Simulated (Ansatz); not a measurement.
Bond stretch in SMILES C[O][Ge]([O]C)([O]C)[O]C. The Ge1–O18 bond (Ge1 also carries O, O, O; O18 carries C) is varied alone, starting from the PBE0/def2-SVP optimised geometry.

Level of theory: unrestricted PBE0/def2-SVP (Ansatz, an electronic-structure program).

Q: Relative to R = 1.75 Å, what are the energies at R = 1.43, 1.89, 2.53, 3.68 Å?

A: 65.3 kcal/mol at 1.43 Å, 4.8 kcal/mol at 1.89 Å, 61.6 kcal/mol at 2.53 Å, 92.8 kcal/mol at 3.68 Å.

The unrestricted determinant behind UKS-PBE0 is spin-contaminated at 2.87 to 5.04 Å (<S²> up to 1.0, against 0.00 for a pure singlet).
